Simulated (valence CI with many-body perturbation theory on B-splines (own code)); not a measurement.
**Energy levels of Pr³⁶⁺**

Calculated by configuration interaction combined with many-body perturbation theory (CI+MBPT): five valence electrons over a frozen Dirac-Fock core [Ar], radial functions for each j: 7 s, 7 p, 8 d, 6 f, 4 g, 1 h, with the one-electron correlation potential Σ1 (screened to all orders), the two-electron term Σ2, the three-electron term Σ3, Breit, model QED; selected single and double excitations, second order for the rest, scaled by the run's own slope (own B-spline code, finite nucleus).

No measured spectrum was set against this ion. As an estimate, large intervals hold to a few tenths of a per cent, small ones and those within an open d or f shell to about a per cent. Among the levels kept, up to 650 cm⁻¹ of a level comes from second order outside the variational space, and about a tenth of that is noise between levels of different J, which matters for small intervals. Only levels of the ground parity were solved; by the run's estimate the other parity begins above the list, which can be wrong where configurations are misplaced.

Levels 1 to 32 of 32, with energies above the lowest level, (3d3/2^4 3d5/2) J=5/2. "Leading %" is the weight of the configuration and term that name the level; weights of strongly mixed levels are sums over their largest components and can fall short, so below about 35 % the name and the second component can differ from the true leading terms, or belong to a minority configuration. In the jj column 3d3/2^4 stands for four electrons in 3d with j = 3/2. Lifetimes count E1, E2, E3, M1 and M2 decay at the calculated energies, and are blank where another channel may lead or the interval is too uncertain; long ones can be off by a factor of two.

```
No.  Configuration  Term     J  E (eV)  Leading %      g  Lifetime               Leading jj
  1            3d5    4P   5/2   0.000         31  1.528               3d3/2^4 3d5/2 (78 %)
  2            3d5    6S   5/2  16.064         36  1.264   12.3 μs   3d3/2^3 3d5/2^2 (68 %)
  3            3d5    4G   7/2  25.079         41  1.144   21.7 μs   3d3/2^3 3d5/2^2 (97 %)
  4            3d5    4D   3/2  25.917         41  1.246   6.79 μs   3d3/2^3 3d5/2^2 (96 %)
  5            3d5    4G  11/2  26.323         45  1.136             3d3/2^3 3d5/2^2 (95 %)
  6            3d5    4G   9/2  29.322         46  1.148   1.31 ms   3d3/2^3 3d5/2^2 (88 %)
  7            3d5    4D   5/2  30.698         38  1.144   30.9 μs   3d3/2^3 3d5/2^2 (77 %)
  8            3d5    4P   1/2  31.951         56  1.869    263 μs   3d3/2^3 3d5/2^2 (77 %)
  9            3d5    2F   7/2  35.477         35  1.115    110 μs   3d3/2^3 3d5/2^2 (90 %)
 10            3d5    2D   5/2  40.740         34  1.223   4.40 μs   3d3/2^2 3d5/2^3 (69 %)
 11            3d5    2D   3/2  43.442         54  0.799   30.1 μs   3d3/2^3 3d5/2^2 (65 %)
 12            3d5    4D   7/2  45.326         50  1.210   9.08 μs   3d3/2^2 3d5/2^3 (94 %)
 13            3d5    2I  11/2  46.133         55  1.068   12.6 μs   3d3/2^2 3d5/2^3 (95 %)
 14            3d5    4G   9/2  47.852         48  1.143   13.1 μs   3d3/2^2 3d5/2^3 (88 %)
 15            3d5    4D   1/2  49.362         75  0.584   7.09 μs   3d3/2^2 3d5/2^3 (94 %)
 16            3d5    2I  13/2  49.969        100  1.070   62.9 μs  3d3/2^2 3d5/2^3 (100 %)
 17            3d5    4P   3/2  50.541         52  1.188   3.77 μs   3d3/2^2 3d5/2^3 (92 %)
 18            3d5    2F   5/2  52.230         41  1.016   7.09 μs   3d3/2^2 3d5/2^3 (89 %)
 19            3d5    2H   9/2  56.155         53  1.101   5.27 μs  3d3/2^2 3d5/2^3 (100 %)
 20            3d5    2G   7/2  57.965         61  0.986   20.4 μs   3d3/2^2 3d5/2^3 (98 %)
 21            3d5    4F   5/2  59.010         58  1.035   5.36 μs   3d3/2^2 3d5/2^3 (93 %)
 22            3d5    2D   3/2  61.253         86  0.803   13.9 μs   3d3/2^2 3d5/2^3 (65 %)
 23            3d5    2F   7/2  63.601         45  1.051   8.45 μs   3d3/2^2 3d5/2^3 (85 %)
 24            3d5    2S   1/2  64.118         48  1.842   5.53 μs   3d3/2^2 3d5/2^3 (62 %)
 25            3d5    4P   5/2  68.282         34  1.220   2.29 μs     3d3/2 3d5/2^4 (85 %)
 26            3d5    2G   9/2  69.399         66  1.105   12.9 μs   3d3/2^2 3d5/2^3 (83 %)
 27            3d5    4F   7/2  74.513         35  1.189   3.36 μs     3d3/2 3d5/2^4 (96 %)
 28            3d5    2H  11/2  76.040         60  1.063   3.89 μs     3d3/2 3d5/2^4 (98 %)
 29            3d5    2D   3/2  77.528         48  0.900   2.67 μs     3d3/2 3d5/2^4 (86 %)
 30            3d5    2D   5/2  80.311         64  1.125   4.28 μs     3d3/2 3d5/2^4 (53 %)
 31            3d5    2P   3/2  82.542         77  1.198   9.35 μs   3d3/2^2 3d5/2^3 (87 %)
 32            3d5    2G   9/2  82.749         73  1.108   4.97 μs     3d3/2 3d5/2^4 (81 %)
```

The ionisation energy to 3d4 3P_0 of the next ion comes out as 2501.1 eV (NIST: 2501 ± 5 eV (theoretical)). All 32 levels together are meant to be complete up to 85.879 eV.
